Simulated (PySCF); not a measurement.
An equivalent PySCF input for Se⁺ (selenium, charge +1), [Ar] 3d10 4s2 4p3, high-spin 4S determinant, with scalar relativity through the core potential:

```python
from pyscf import gto, scf, dft, mp, cc
import basis_set_exchange as bse
txt = bse.get_basis("aug-cc-pVDZ-PP", elements=["Se"], fmt="nwchem", header=False)
cut = txt.index("\nECP")
mol = gto.M(atom="Se 0 0 0", charge=1, spin=3, symmetry="D2h",
            basis=gto.basis.parse(txt[:cut]),
            ecp={"Se": gto.basis.parse_ecp(txt[cut:])})
mf = dft.UKS(mol, xc="PBE")
mf.irrep_nelec = {'Ag': (4, 4), 'B1g': (1, 1), 'B2g': (1, 1), 'B3g': (1, 1), 'B1u': (2, 1), 'B2u': (2, 1), 'B3u': (2, 1)}
mf.kernel()
```

It reaches the same state as the run whose output follows, with an energy that differs only through the grid. The run itself started from symmetry-adapted Hartree-Fock orbitals and held the occupation by maximum overlap, on a logarithmic radial grid, so the iterations belong to that start.

```
SCF conv_tol = 1e-09
number electrons alpha = 13  beta = 10
XC functionals = PBE
    J. P. Perdew, K. Burke, and M. Ernzerhof.,  Phys. Rev. Lett. 77, 3865 (1996)
    J. P. Perdew, K. Burke, and M. Ernzerhof.,  Phys. Rev. Lett. 78, 1396 (1997)
    J. P. Perdew, K. Burke, and M. Ernzerhof.,  Phys. Rev. Lett. 77, 3865 (1996)
    J. P. Perdew, K. Burke, and M. Ernzerhof.,  Phys. Rev. Lett. 78, 1396 (1997)
cycle= 1 E= -372.752386200449  delta_E= -0.00644  |g|= 0.042  |ddm|= 0.252
cycle= 2 E= -372.752677078456  delta_E= -0.000291  |g|= 0.0172  |ddm|= 0.0495
cycle= 3 E= -372.752750208731  delta_E= -7.31e-05  |g|= 0.00126  |ddm|= 0.0314
cycle= 4 E= -372.752751086752  delta_E= -8.78e-07  |g|= 3.95e-06  |ddm|= 0.005
cycle= 5 E= -372.752751086765  delta_E= -1.27e-11  |g|= 3.07e-08  |ddm|= 1.8e-05
converged SCF energy = -372.752751086765  <S^2> = 3.7503101  2S+1 = 4.000155
```

Energies and moments cover only the electrons outside the core potential.
